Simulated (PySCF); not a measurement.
Correlation energy of N+ (nitrogen, charge +1)

[He] 2s2 2p2, high-spin 3P determinant. Calculation: PySCF 2.14, in def2-TZVP (5s3p2d1f, 31 functions); the non-relativistic Hamiltonian (point nucleus). Frozen: 1s2; 4 electrons correlated.

MP2 pair energies summed by pair of shells (mhartree):

| pair | energy | share (%) |
| --- | --- | --- |
| 2s-2p | -43.06 | 61.2 |
| 2s-2s | -19.98 | 28.4 |
| 2p-2p | -7.37 | 10.5 |

Total MP2 correlation energy: -70.40 mhartree.

Same-spin part -12.53 and opposite-spin part -57.87 mhartree; SCS-MP2 scales them by 1/3 and 6/5 to -73.62 mhartree.

```tsv
level	correlation energy (mhartree)
CCSD	-91.62
(T)	-1.57
CCSD(T)	-93.19
```

Diagnostics: T1 = 0.0063, D1 = 0.0123, largest double amplitude 0.119.

Cost of the coupled-cluster step: 0.49 s of wall time on 1 thread of Neoverse-N1 (shared host), for 4 correlated electrons.
